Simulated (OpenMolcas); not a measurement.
Rh2+ among 2 point charges of -1.6 e arranged as a linear pair (D∞h), 1.94 Å from the ion.

| Item | Value |
| --- | --- |
| Program | OpenMolcas 26.06 |
| Method | CASSCF |
| Basis | ANO-RCC-VTZP [7s6p4d2f1g] |
| Scalar Hamiltonian | DKH2, point nucleus |
| Active space | 7 electrons in 5 orbitals (4d) |
| State averaging | 2S+1 = 4 even, 10 roots; 2S+1 = 2 even, 40 roots |
| Spin-orbit coupling | state interaction with AMFI integrals over the reference wave functions |

Task: What is the spin-free ground state (labels by Λ)?

Result: 4Σ, 1-fold in its orbital part, 57 % from free-ion F terms; it has the highest spin that d7 allows.

Task: Where is the first state of the same spin?

Result: 4Φ at 1340 cm-1 above the ground state.

Task: What are the lowest two levels with spin-orbit coupling?

Result: A 2-fold level with g = 0.00, 0.00, 11.99, then a 2-fold level 28.6 cm-1 above it. Their leading multiplicities are 4 (99 %) and 4 (99 %).

Task: What is χT at 300 K, and how does it compare with the textbook value?

Result: The lowest level has 2S+1 = 4, for which the spin-only value is χT = S(S+1) / 2 = 1.875 cm3 K/mol (g = 2). The computed 3.741 at 300 K differs by +1.866, through orbital momentum, spin-orbit coupling and any other state in reach.

Without dynamic correlation the repulsion within the d shell is too large (B by tens of per cent), so at a given field states of lower spin stand too high. Point charges give a weaker field than real ligands, and real ions of this kind are as a rule low spin; the high spin found here belongs to the model. The ground term spreads over less than 5000 cm-1, several times less than with real ligands, so orbital moments are less quenched and χT lies further from the spin-only value than at real sites. This is an electrostatic model: the charges have no orbitals. No measured value stands beside these numbers.
